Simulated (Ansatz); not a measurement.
## Ansatz (development build ahead of 0.2.0) run

```yaml
crystal:
  periodic: [false, false, false]
  atoms:
    - { symbol: C, position_ang: [1.4, 0.0, 0.0] }
    - { symbol: C, position_ang: [0.7, 1.21244, 0.0] }
    - { symbol: C, position_ang: [-0.7, 1.21244, 0.0] }
    - { symbol: C, position_ang: [-1.4, 0.0, 0.0] }
    - { symbol: C, position_ang: [-0.7, -1.21244, 0.0] }
    - { symbol: C, position_ang: [0.7, -1.21244, 0.0] }
    - { symbol: C, position_ang: [2.81, 0.0, 0.0] }
    - { symbol: H, position_ang: [3.36, 0.93, 0.0] }
    - { symbol: H, position_ang: [3.36, -0.93, 0.0] }
    - { symbol: H, position_ang: [1.2425, 2.15207, 0.0] }
    - { symbol: H, position_ang: [-1.2425, 2.15207, 0.0] }
    - { symbol: H, position_ang: [-2.485, 0.0, 0.0] }
    - { symbol: H, position_ang: [-1.2425, -2.15207, 0.0] }
    - { symbol: H, position_ang: [1.2425, -2.15207, 0.0] }
basis:
  gaussian: { orbitals: def2-SVP }
magnetization:
  initial_magnetization: 1
hamiltonian:
  xc: hf
```

The input is written out in the form of the current development build from the run's settings.

Output:

```json
{"Converged": "yes", "Total energy": "-268.91720 hartree", "Spin squared of the determinant": "0.750", "Stability test": "minimum among restricted orbitals"}
```

Caution: an unrestricted determinant lies well below.
